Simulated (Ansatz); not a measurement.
# Relaxing a trial structure of CH2AlBGa

The starting geometry of this gas-phase doublet was optimised with GFN2-xTB.

```xyz
6

C    -2.7637    1.1819   -2.2576
Al   -1.2508    2.1838   -1.5072
B    -2.9174   -0.1296   -2.6680
Ga   -3.7334    3.1418   -1.9982
H    -3.1520   -1.1974   -3.0372
H     0.3135    2.1265   -1.0407
```

Problem. Where would you expect an optimisation with BLYP-D3(BJ)/def2-SVP to take it?

Solution. A bond breaks, giving a structure given below by its coordinates. Contacts that open: Al2–Ga4 (2.71 → 3.53 Å).

The energy falls by 0.36 eV over 13 steps:

```json
{"step": "1", "E − E(last) (eV)": "0.364"}
{"step": "2", "E − E(last) (eV)": "0.240"}
{"step": "4", "E − E(last) (eV)": "0.095"}
{"step": "5", "E − E(last) (eV)": "0.054"}
{"step": "6", "E − E(last) (eV)": "0.038"}
{"step": "8", "E − E(last) (eV)": "0.007"}
{"step": "9", "E − E(last) (eV)": "0.003"}
{"step": "10", "E − E(last) (eV)": "0.000"}
{"step": "12", "E − E(last) (eV)": "0.000"}
{"step": "13", "E − E(last) (eV)": "0.000"}
```

Final geometry (Å):

```yaml
atoms:
  - { symbol: C, position_ang: [-2.8308, 1.6416, -2.1442] }
  - { symbol: Al, position_ang: [-1.0943, 2.1941, -1.4557] }
  - { symbol: B, position_ang: [-2.6944, 0.3026, -2.4779] }
  - { symbol: Ga, position_ang: [-4.4536, 2.8525, -2.3031] }
  - { symbol: H, position_ang: [-2.5868, -0.8486, -2.7678] }
  - { symbol: H, position_ang: [0.1563, 1.1649, -1.3603] }
```

Frequencies at the end are all real (lowest 64 cm⁻¹). Open shells are spin-unrestricted. Run with Ansatz 0.2.0, 32 s on 2 threads of Intel(R) Xeon(R) Processor @ 2.70GHz, on a shared host.
